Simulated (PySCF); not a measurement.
## Polarisability and C₆ of Ti⁺ (titanium, charge +1)

[Ar] 3d1 4s2, 2D determinant (an excited configuration). Calculation: PySCF 2.14, in aug-cc-pVQZ-DK (9s8p6d4f3g2h, 140 functions); the spin-free X2C one-electron Hamiltonian (Gaussian nucleus). Coupled (time-dependent) response in atomic units; α is the mean over directions.

| method | mean α (bohr³) | α xx, yy, zz | C₆ (like pair) | S(−4) |
| --- | --- | --- | --- | --- |
| r2SCANh | 52.76 | 51.96, 51.96, 54.37 | 450.2 | 1304 |

S(−4) is the Cauchy moment in α(ω) = α(0) + S(−4) ω² + …

α(iu) at r2SCANh:

```tsv
u (hartree)	α(iu) (bohr³)
0	52.76
0.0500	49.72
0.100	42.53
0.200	27.47
0.300	17.82
0.500	9.152
0.750	5.277
1.00	3.606
1.50	2.118
2.00	1.429
3.00	0.7847
5.00	0.3420
```

A single London oscillator, α(iu) = α/(1 + u²/ω²), gives C₆ = (3/4) ω α². Matching the computed C₆ needs ω = 4 × 450.2 / (3 × 52.76²) = 0.216 hartree.

For an ion, C₆ is the dispersion term alone; charge-induced terms of lower order in 1/R come first.

The components differ because the open shell of this determinant is not spherical; for a pure term their mean is the scalar polarisability.
